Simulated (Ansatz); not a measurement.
One change: `B[C](=C)[AlH][F]` becomes `BC(=C)Cl`.

Ansatz, PBE0-D4/def2-TZVP geometries, multiplicity 1. Each molecule was computed in one conformer, which needn't be the lowest.

| property | `B[C](=C)[AlH][F]` |
| --- | --- |
| LUMO energy (B3LYP/def2-TZVPP) / eV | -2.62 |
| LUMO energy (PBE0/def2-TZVPP) / eV | -2.42 |
| LUMO energy (ωB97M-V/def2-TZVPP) / eV | -0.39 |
| HOMO–LUMO gap (ωB97M-V/def2-TZVPP) / eV | 9.76 |
| size of the dipole moment (B3LYP/def2-TZVPP) / D | 2.48 |
| ideal-gas entropy at 298 K and 1 bar (rigid rotor, harmonic PBE0-D4/def2-TZVP) / J/(mol·K) | 360 |

Q: What does the change do to each property? (Estimate.)

A: Computed: 
```csv
property,`BC(=C)Cl`,shift
LUMO energy (B3LYP/def2-TZVPP) / eV,-2.68,-0.06
LUMO energy (PBE0/def2-TZVPP) / eV,-2.48,-0.06
LUMO energy (ωB97M-V/def2-TZVPP) / eV,-0.44,-0.05
HOMO–LUMO gap (ωB97M-V/def2-TZVPP) / eV,9.59,-0.17
size of the dipole moment (B3LYP/def2-TZVPP) / D,1.72,-0.76
"ideal-gas entropy at 298 K and 1 bar (rigid rotor, harmonic PBE0-D4/def2-TZVP) / J/(mol·K)",296,-64
```

With PBE0 the HOMO rises by 0.08 eV and the LUMO falls by 0.06 eV, so the gap narrows by about 0.14 eV. PBE moves the HOMO by -0.07 eV and ωB97M-V by 0.10 eV. The zero-point energy changes by -20.9 kJ/mol with -6 modes. Dipoles are sizes alone; their direction can turn. Modes under 60 cm⁻¹, often nearly free rotors, make the harmonic entropy too high.

B3LYP here is the variant with VWN-RPA as its local correlation; programs differ in this.
